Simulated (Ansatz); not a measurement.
Cl4Te, charge +1, doublet, geometry from GFN2-xTB (a state made from the parent by changing its charge; the spin is typed, not shown lowest) (all electrons, no relativity); Ansatz (an electronic-structure program) with B3LYP/STO-3G.

The Ansatz input:
Ansatz 0.2 input:
```yaml
crystal:
  periodic: [false, false, false]
  atoms:
    - {symbol: Te, position_ang: [-0.00572274, 0.01236630, 0.26693104]}
    - {symbol: Cl, position_ang: [1.11337271, -1.43495632, -1.08899499]}
    - {symbol: Cl, position_ang: [1.85279584, 1.50725672, 0.73992591]}
    - {symbol: Cl, position_ang: [-1.06293622, 1.32596783, -1.26356022]}
    - {symbol: Cl, position_ang: [-1.88572747, -1.43609457, 0.79613434]}
basis:
  gaussian:
    orbitals: STO-3G
hamiltonian:
  xc: b3lyp
total_charge: 1
magnetization: {spin_polarized: true, initial_magnetization: 1}
accuracy: high
```

Output, abridged:

```
Functional definition: B3LYP
1108 factors; integrals over basis functions are off by at most 1.8e-8 eV
mean field evaluation 1: about -227742.9873 eV, gradient 2.4e1 eV
mean field evaluation 2: about -227740.4987 eV, gradient 2.8e1 eV
mean field evaluation 4: about -227750.1188 eV, gradient 1.7e0 eV
mean field evaluation 8: about -227750.1921 eV, gradient 1.8e-2 eV
mean field evaluation 16: about -227750.1921 eV, gradient 1.7e-5 eV
mean field -227750.19210149 eV, -8369.6651851048 hartree, gradient 5.1e-8 eV, S^2 0.762291; 0 other end points of the search recorded, 0 dependent functions left out
reference -227750.19213708 eV, -8369.6651864128 hartree; 60, 59 occupied and 3, 4 virtual orbitals, 1108 factors
Total energy: -227750.19213708 eV, -8369.6651864128 hartree
```
